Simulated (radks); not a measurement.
Results of a calculation; reference values are marked as such.
Ge+, configuration [Ar] 3d9.75 4s2 4p1 5p0.25 (fractional occupations, a model configuration).

Level of theory: scalar-relativistic Kohn-Sham, PBEsol, spin-polarised, spherical densities, point nucleus; open shells are filled with parallel spins first (a radial shooting solver on a logarithmic mesh with Libxc functionals).

Energy parts (hartree):
total: -2096.69231
kinetic: 2134.51169
electron-nucleus: -5040.63301
Hartree: 886.97015
exchange-correlation: -77.54114

Orbitals (lengths in bohr, moments of r in powers of bohr; <r^-3> diverges for s and p1/2; r(90%) holds 90 % of the orbital's charge):
orbital	occ.	eigenvalue (hartree)	r(90%)	<r^-3>
1s up	1	-402.9791	0.0840	-
1s down	1	-402.9775	0.0840	-
2s up	1	-50.87932	0.325	-
2s down	1	-50.87128	0.325	-
2p up	3	-44.53692	0.300	993.4
2p down	3	-44.53002	0.300	993.5
3s up	1	-6.67206	0.932	-
3s down	1	-6.65806	0.932	-
3p up	3	-4.73373	0.992	135.3
3p down	3	-4.71956	0.992	135.2
3d up	5	-1.56293	1.23	14.41
3d down	4.75	-1.54703	1.22	14.43
4s up	1	-0.81956	2.94	-
4s down	1	-0.77924	2.94	-
4p up	1	-0.48745	3.68	8.721
4p down	0	-0.44562	3.73	8.751
5p up	0.25	-0.13895	10.0	1.158

The highest occupied level is 5p up at -3.781 eV. The configuration is held as typed, so some empty levels lie below it. Spin moment in Bohr magnetons: 1.5. The density falls to 0.001 e/bohr^3 at r = 3.86 bohr.
